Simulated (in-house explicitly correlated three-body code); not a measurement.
Computed with an exponentially correlated three-body code. Model: two electrons around a point charge, non-relativistic, variational in 260 exponentially correlated functions (energies converged to about 1e-7 hartree, or 1e-8 relative for large Z).

Command:
```bash
python run_hyl.py task.json out
```
Settings (lengths in bohr, energies in hartree):
```
Z                      4
nuclear_mass           100000
interaction_strength   1
functions              260
states_tried           13
```

Time taken, with all properties: 67 s on 1 thread of Arm Neoverse N1 (shared host).

**Those bound S and P states to n = 4 that converged, binding against the one-electron ion.**

Given: nuclear charge 4; mass of the centre 100000 electron masses.

Computed: one-electron threshold -7.99992 hartree.

```csv
term,energy (hartree),binding (eV)
1 1S,-13.6554255,153.89
2 3S,-9.29707334,35.297
2 1S,-9.18478169,32.242
2 3P,-9.17488846,31.973
2 1P,?,?
3 3S,-8.54688652,14.884
3 1S,-8.5172273,14.077
3 3P,-8.51452098,14.003
3 1P,?,?
4 3S,-8.30037249,8.1757
4 1S,-8.2884117,7.8503
4 3P,-8.28728149,7.8195
4 1P,-8.27950662,7.6079
```

(1) What belongs in the row 2 1P?

(2) What belongs in the row 3 1P?

**Converged states only, values per electron or pair.**

| term | mean r (bohr) | mean r squared (bohr²) | mean inverse r (1/bohr) | mean r12 (bohr) | mean inverse r12 (1/bohr) | mean cosine | mean p1 dot p2 (bohr⁻²) | delta r1 (bohr⁻³) | delta r12 (bohr⁻³) |
| --- | --- | --- | --- | --- | --- | --- | --- | --- | --- |
| 1 1S | 0.41429 | 0.23207 | 3.6877 | 0.61876 | 2.1909 | -0.032937 | 0.42046 | 17.198 | 1.523 |
| 2 3S | 1.0637 | 1.8818 | 2.4058 | 1.8105 | 0.65217 | -0.010152 | 0.028112 | 10.963 | - |
| 2 1S | ? | ? | ? | ? | ? | ? | ? | ? | ? |
| 2 3P | ? | ? | ? | ? | ? | ? | ? | ? | - |
| 2 1P | 1.0338 | 1.8106 | 2.3709 | 1.7285 | 0.74587 | 0.022856 | 0.62148 | 10.211 | 0.041276 |
| 3 3S | 2.2497 | 9.7499 | 2.1752 | 4.1483 | 0.30818 | -0.0031575 | 0.0079441 | 10.4 | - |
| 3 1S | 2.363 | 10.848 | 2.1695 | 4.3713 | 0.32185 | -0.0041458 | 0.010166 | 10.38 | 0.062801 |
| 3 3P | 2.2072 | 9.5013 | 2.1699 | 4.0675 | 0.33013 | -0.01606 | -0.1744 | 10.15 | - |
| 3 1P | 2.2885 | 10.263 | 2.1656 | 4.2201 | 0.33299 | 0.0060475 | 0.17364 | 10.191 | 0.013835 |
| 4 3S | 3.9358 | 31.7 | 2.0973 | 7.5096 | 0.17752 | -0.0013341 | 0.0032626 | 10.273 | - |
| 4 1S | 4.0874 | 34.322 | 2.095 | 7.8114 | 0.1829 | -0.0017753 | 0.004287 | 10.266 | 0.026259 |
| 4 3P | 3.936 | 31.98 | 2.0951 | 7.5116 | 0.18609 | -0.0064518 | -0.068906 | 10.171 | - |
| 4 1P | 4.0439 | 33.831 | 2.0933 | 7.7235 | 0.18747 | 0.0024405 | 0.071612 | 10.187 | 0.006063 |

(3) What belongs in the row 2 1S?

(4) What belongs in the row 2 3P?

Answers

(1) energy (hartree): -9.1106743; binding (eV): 30.225.

(2) energy (hartree): -8.49588295; binding (eV): 13.496.

(3) mean r (bohr): 1.1398; mean r squared (bohr²): 2.2078; mean inverse r (1/bohr): 2.3844; mean r12 (bohr): 1.9481; mean inverse r12 (1/bohr): 0.70537; mean cosine: -0.013109; mean p1 dot p2 (bohr⁻²): 0.033962; delta r1 (bohr⁻³): 10.861; delta r12 (bohr⁻³): 0.21402.

(4) mean r (bohr): 0.97791; mean r squared (bohr²): 1.5996; mean inverse r (1/bohr): 2.3864; mean r12 (bohr): 1.6572; mean inverse r12 (1/bohr): 0.74142; mean cosine: -0.062105; mean p1 dot p2 (bohr⁻²): -0.7062; delta r1 (bohr⁻³): 10.047.
